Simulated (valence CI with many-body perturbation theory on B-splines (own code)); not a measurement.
## Level structure of Hg LX

Calculated by valence CI with perturbative core correlation (CI+MBPT): three valence electrons over a frozen Dirac-Fock core [Ar], radial functions for each j: 7 s, 7 p, 8 d, 6 f, 4 g, 1 h, with the one-electron correlation potential Σ1, the two-electron term Σ2, the three-electron term Σ3, Breit, model QED; selected CI, second order for the rest, scaled by the run's own slope (own B-spline code, finite nucleus).

No measured spectrum was set against this ion. As an estimate, large intervals hold to a few tenths of a per cent, small ones and those within an open d or f shell to about a per cent. Excitations out of the core, of the other parity, are not computed and may begin above about 258 eV (a cautious bound); beyond it only levels of the ground parity were kept, without lifetimes. Only levels of the ground parity were solved; by the run's estimate the other parity begins above the list, which can be wrong where configurations are misplaced.

Levels 1 to 19 of 19, with energies above the lowest level, (3d3/2^3) J=3/2. "Leading %" is the weight of the configuration and term that name the level; weights of strongly mixed levels are sums over their largest components and can fall short. In the jj column 3d3/2^4 stands for four electrons in 3d with j = 3/2. Lifetimes count E1, E2, E3, M1 and M2 decay at the calculated energies, and are blank where another channel may lead or the interval is too uncertain; long ones can be off by a factor of two.

```tsv
No.	Configuration	Term	J	E (eV)	Leading %	g	Second component	Lifetime	Leading jj
1	3d3	4F	3/2	0.00	41	0.734	41 % 3d3 2D		3d3/2^3 (99 %)
2	3d3	4F	5/2	97.70	80	1.052	18 % 3d3 2D	91.4 ns	3d3/2^2 3d5/2 (100 %)
3	3d3	4P	3/2	104.48	38	1.154	34 % 3d3 4F	115 ns	3d3/2^2 3d5/2 (99 %)
4	3d3	2H	9/2	108.26	48	1.024	41 % 3d3 2G		3d3/2^2 3d5/2 (100 %)
5	3d3	2G	7/2	108.89	50	1.028	28 % 3d3 4F	102 μs	3d3/2^2 3d5/2 (98 %)
6	3d3	4P	1/2	110.47	56	1.782	44 % 3d3 2P	311 ns	3d3/2^2 3d5/2 (100 %)
7	3d3	2D	5/2	137.22	48	1.213	28 % 3d3 4P	1.18 μs	3d3/2^2 3d5/2 (98 %)
8	3d3	4F	7/2	204.74	70	1.123	28 % 3d3 2G	53.0 ns	3d3/2 3d5/2^2 (99 %)
9	3d3	4F	9/2	209.93	49	1.125	40 % 3d3 2H	89.5 ns	3d3/2 3d5/2^2 (99 %)
10	3d3	4P	3/2	215.94	40	1.094	37 % 3d3 2D	46.6 ns	3d3/2 3d5/2^2 (100 %)
11	3d3	2P	1/2	219.21	56	1.528	44 % 3d3 4P	70.5 ns	3d3/2 3d5/2^2 (100 %)
12	3d3	2H	11/2	220.13	100	1.077		234 ns	3d3/2 3d5/2^2 (100 %)
13	3d3	4P	5/2	220.40	42	1.306	38 % 3d3 2D	85.0 ns	3d3/2 3d5/2^2 (98 %)
14	3d3	2F	7/2	230.73	77	1.077	21 % 3d3 2G	181 ns	3d3/2 3d5/2^2 (99 %)
15	3d3	2F	5/2	230.99	45	1.081	38 % 3d3 2D	138 ns	3d3/2 3d5/2^2 (99 %)
16	3d3	2D	3/2	254.07	82	0.862	14 % 3d3 2P	102 ns	3d3/2 3d5/2^2 (98 %)
17	3d3	2G	9/2	317.20	48	1.163	40 % 3d3 4F		3d5/2^3 (99 %)
18	3d3	2P	3/2	332.71	44	1.149	39 % 3d3 2D		3d5/2^3 (98 %)
19	3d3	2D	5/2	343.87	58	1.165	22 % 3d3 2F		3d5/2^3 (98 %)
```

The ionisation energy to 3d2 3F_2 of the next ion comes out as 6192.6 eV (NIST: 6192 ± 7 eV (theoretical)). All 19 levels together are meant to be complete up to 257.70 eV.
